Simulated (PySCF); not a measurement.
# Electron correlation in P²⁺ (phosphorus, charge +2)

[Ne] 3s2 4s1, 2S determinant (an excited configuration). All numbers are calculated (PySCF 2.14, scalar relativity by spin-free X2C-1e, in x2c-QZVPPall with one added diffuse shell each of s, p, d, f type (10s7p5d3f1g, 86 functions)). Frozen: 1s2; 11 electrons correlated.

```json
{"level": "CCSD", "correlation energy (mhartree)": "-249.42"}
{"level": "(T)", "correlation energy (mhartree)": "-4.73"}
{"level": "CCSD(T)", "correlation energy (mhartree)": "-254.15"}
```

Diagnostics: T1 = 0.0081, D1 = 0.0363, largest double amplitude 0.099.

Q: Is a single reference adequate?

A: Mostly. T1 lies below 0.03, but a double amplitude of this size points to a near-degeneracy that CCSD handles and MP2 describes poorly.

This basis was not built for core-valence correlation, so the inner-shell part is incomplete.
